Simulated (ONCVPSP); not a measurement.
# u(r) = r·R(r): atom against pseudo-atom (zinc)

Columns: radius, all-electron u(r) and pseudo u(r) of the 3d shell (level -12.59 eV) of zinc in the configuration [Ne] 3s2 3p6 3d10 4s1 4p1; LDA (Perdew-Zunger), scalar-relativistic, ONCV scheme, ONCVPSP 4.0.1.

| r (bohr) | all-electron | pseudo |
| --- | --- | --- |
| 0.065 | 0.0462 | 0.0062 |
| 0.130 | 0.2110 | 0.0466 |
| 0.195 | 0.4301 | 0.1432 |
| 0.260 | 0.6397 | 0.3002 |
| 0.325 | 0.8079 | 0.5029 |
| 0.390 | 0.9261 | 0.7222 |
| 0.455 | 0.9979 | 0.9222 |
| 0.520 | 1.0313 | 1.0722 |
| 0.585 | 1.0357 | 1.1551 |
| 0.650 | 1.0197 | 1.1718 |
| 0.715 | 0.9899 | 1.1345 |
| 0.780 | 0.9515 | 1.0620 |
| 0.845 | 0.9081 | 0.9754 |
| 0.910 | 0.8622 | 0.8931 |
| 0.975 | 0.8155 | 0.8251 |
| 1.040 | 0.7692 | 0.7709 |
| 1.105 | 0.7241 | 0.7241 |
| 1.170 | 0.6807 | 0.6806 |
| 1.235 | 0.6391 | 0.6390 |
| 1.300 | 0.5996 | 0.5995 |
| 1.365 | 0.5622 | 0.5622 |
| 1.430 | 0.5270 | 0.5269 |
| 1.495 | 0.4938 | 0.4937 |
| 1.560 | 0.4626 | 0.4626 |
| 1.625 | 0.4334 | 0.4333 |
| 1.690 | 0.4059 | 0.4059 |

**Question.** How many radial nodes do the two functions have?

**Answer.** The all-electron 3d function has n − l − 1 = 0; the pseudo-wave has 0.

**Question.** At about which radius was the pseudo-wave matched?

**Answer.** 1.20 bohr. The columns agree to 0.0005 from 1.10 bohr on; several derivatives are matched, so the curves merge somewhat inside the radius.

**Question.** Is the pseudo-wave norm-conserving?

**Answer.** Yes: the ONCV scheme keeps the norm inside the radius equal to the all-electron one, which fixes the energy derivative of the logarithmic derivative at the level.
